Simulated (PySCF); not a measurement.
C2H5ClOSi.
SMILES: `[SiH3]O/C=C/Cl`

Torsions of this conformer, `[SiH3:1][O:2]/[CH:3]=[CH:4]/[Cl:5]`: Si1–O2–C3–C4 174°.

The closed-shell ground state was solved at several levels (PySCF, density fitting, gas phase, non-relativistic). Geometry: PBE0-D3(BJ)/def2-SVP, one conformer, isolated molecule.

| level | basis functions | HOMO (eV) | LUMO (eV) | gap (eV) | dipole (D) |
| --- | --- | --- | --- | --- | --- |
| B3LYP/def2-SVPD | 154 | -6.54 | -0.48 | 6.06 | 2.16 |
| PBE0/pcSseg-1 | 124 | -6.72 | -0.10 | 6.62 | 2.27 |

Task: What might KT2/pcSseg-2 (264 basis functions) give for the same quantities?

Result: HOMO -5.58 eV, LUMO -1.34 eV, gap 4.24 eV, dipole 2.12 D.

Task: Over all these levels, which gives the widest orbital gap and which the narrowest?

Result: PBE0/pcSseg-1 (global hybrid, 25 % exact exchange) has the widest, 6.62 eV, and KT2/pcSseg-2 (GGA) the narrowest, 4.24 eV. Functional and basis both differ between the two, so the spread mixes both effects.

Task: How far do the dipole and the HOMO energy spread over the levels?

Result: The dipole runs from 2.12 to 2.27 D (mean 2.18 D) and the HOMO from -6.72 to -5.58 eV.
